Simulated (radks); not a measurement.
All-electron atom: Rh4+ in [Kr] 4d5. Calculated with a radial shooting solver on a logarithmic mesh with Libxc functionals: scalar-relativistic Kohn-Sham, r2SCAN, spin-polarised, spherical densities, finite nucleus; open shells are filled with parallel spins first (spin-orbit coupling, left out, can overturn this in heavy ions); meta-GGA in the generalised Kohn-Sham scheme; Fermi nuclear charge, rms radius 4.4945 fm.

Normalised radial functions P(r) = r R(r), r in bohr:

r,3d down,4p up,4p down
0.00165,0.0000,0.0016,0.0016
0.002148,0.0000,0.0025,0.0026
0.002797,0.0001,0.0041,0.0041
0.003642,0.0001,0.0065,0.0066
0.004743,0.0003,0.0104,0.0106
0.006176,0.0006,0.0166,0.0168
0.007978,0.0012,0.0259,0.0263
0.01039,0.0024,0.0407,0.0413
0.01353,0.0051,0.0629,0.0638
0.01761,0.0104,0.0954,0.0967
0.02293,0.0210,0.1407,0.1426
0.02986,0.0415,0.1999,0.2026
0.03889,0.0800,0.2697,0.2733
0.05023,0.1464,0.3370,0.3415
0.06541,0.2619,0.3827,0.3878
0.08517,0.4441,0.3682,0.3729
0.1109,0.7045,0.2529,0.2560
0.1444,1.0301,0.0195,0.0192
0.188,1.3659,-0.2886,-0.2931
0.2448,1.6115,-0.5433,-0.5508
0.3163,1.6557,-0.5727,-0.5794
0.4118,1.4435,-0.2714,-0.2715
0.5363,1.0319,0.2906,0.2994
0.6983,0.5808,0.8518,0.8651
0.9093,0.2467,1.1158,1.1182
1.184,0.0741,0.9757,0.9700
1.542,0.0144,0.6062,0.5988
1.991,0.0018,0.2705,0.2674
2.593,0.0001,0.0768,0.0775
3.377,0.0000,0.0127,0.0135
4.397,0.0000,0.0011,0.0012

3d down: eigenvalue -357.20 eV, 0 radial nodes, <r> = 0.370 bohr, 90 % of the charge inside 0.587 bohr. 4p up: eigenvalue -106.11 eV, 2 radial nodes at r = 0.147, 0.472 bohr, <r> = 1.06 bohr, 90 % of the charge inside 1.55 bohr. 4p down: eigenvalue -100.21 eV, 2 radial nodes at r = 0.147, 0.471 bohr, <r> = 1.05 bohr, 90 % of the charge inside 1.54 bohr.
